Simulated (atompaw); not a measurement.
**PBE PAW (atompaw) dataset for scandium, scalar-relativistic all-electron reference.**

The input file (atompaw 4.2.0.5):

```
Sc 21
GGA-PBE scalarrelativistic loggrid 1500 logderivrange -2 5 176
4 4 3 0 0 0
4 0 1.5
4 1 0.5
3 2 1
0 0 0
c
c
c
v
c
c
v
v
2
3.00 2.20 3.00 2.90
y
4.65
n
y
0.2
n
y
1.95
n
custom polynom2 7 10 vanderbiltortho sinc
3 -0.5 troulliermartins
3.00
2.95
3.00
3.00
2.20
2.20
PWSCFOUT
UPFDX 0.0125d0 UPFXMIN -7.d0 UPFZMESH 21.d0
END
```

Command:

```bash
atompaw < Sc.input > Sc.log
```

The program printed (summary file):

```
Completed calculations for Sc (AE)

 Exchange-correlation type: GGA, Perdew-Burke-Ernzerhof

 Radial integration grid is logarithmic
 r0 =   3.8866614E-04 h =   8.1619889E-03   n =      1500 rmax =   8.0000000E+01

 Scalar relativistic calculation

 AEatom converged in  40 iterations
   nz     =  21.00
   delta  =       2.996076763534E-17

 All Electron Orbital energies:
  n  l      occupancy      energy
  1  0      2.0000000E+00 -3.2324283E+02
  2  0      2.0000000E+00 -3.4910314E+01
  3  0      2.0000000E+00 -4.0936586E+00
  4  0      1.5000000E+00 -3.3402714E-01
  2  1      6.0000000E+00 -2.8584410E+01
  3  1      6.0000000E+00 -2.5195330E+00
  4  1      5.0000000E-01 -1.2967268E-01
  3  2      1.0000000E+00 -2.8032843E-01

 Total energy
   Total                    :    -1528.01184433874960

 ---
 Completed calculations for Sc (SC)

 Exchange-correlation type: GGA, Perdew-Burke-Ernzerhof

 Radial integration grid is logarithmic
 r0 =   3.8866614E-04 h =   8.1619889E-03   n =      1500 rmax =   8.0000000E+01

 Scalar relativistic calculation

 SCatom converged in   6 iterations
   nz     =  21.00
   delta  =       1.347501296133E-16

 Valence Electron Orbital energies:
  n  l      occupancy      energy
   4  0      1.5000000E+00 -3.3402714E-01
   4  1      5.0000000E-01 -1.2967268E-01
   3  2      1.0000000E+00 -2.8032843E-01

 Total energy
   Total                    :    -1528.01184433834510
   Valence                  :      -78.96265529361041

 PAW parameters:
       lmax =            2
         rc =    3.0065182933998802
        irc =         1098
   rc_shape =    2.2046750059294316
    rc_vloc =    3.0065182933998802
    rc_core =    2.9099341450387826
   Vloc: Norm-conserving Troullier-Martins with l= 3;e=  -5.0000E-01
   Projector type: improved polynomial pseudization + Vanderbilt ortho.
   Sinc^2 compensation charge shape zeroed at   2.2047E+00

 Number of basis functions     6
 No.   n  nodes  l      Energy         Cp coeff         Occ
  1    4    3    0   -0.3340271E+00  0.1852113E+01  0.1500000E+01
  2  999    4    0    0.4650000E+01  0.5274530E+00  0.0000000E+00
  3    4    2    1   -0.1296727E+00  0.2267807E+04  0.5000000E+00
  4  999    3    1    0.2000000E+00  0.2827337E+03  0.0000000E+00
  5    3    0    2   -0.2803284E+00 -0.1405553E+02  0.1000000E+01
  6  999    1    2    0.1950000E+01  0.3121109E+02  0.0000000E+00

 Eigenvalues of overlap operator (in the basis of projectors):
    1        1.28313577E+00
    2        1.99567014E+00
    3        2.72061605E+00
    4        1.63273397E+01
    5        4.46340885E+02
    6        1.32287940E+04

 Orbital leakage outside PAW augmentation regions
   orb  is_core?  %out_of_sphere
   1 0    T           0.00
   2 0    T           0.00
   3 0    T           0.07
   4 0    F          66.06
   2 1    T           0.00
   3 1    T           0.34
   4 1    F          86.15
   3 2    F          13.19

 Summary of PAW energies
   Total valence energy     :    -78.96265458944931
   Smooth energy            :      3.80707891841356
   One center               :    -82.76973350786288
   Smooth kinetic           :      1.87455427415869
   Vloc energy              :     -0.25103174633929
   Smooth exch-corr         :     -1.19007557633045
   One-center xc            :    -76.51688025148331
```

The run took about 6 s on one core of a shared server CPU.
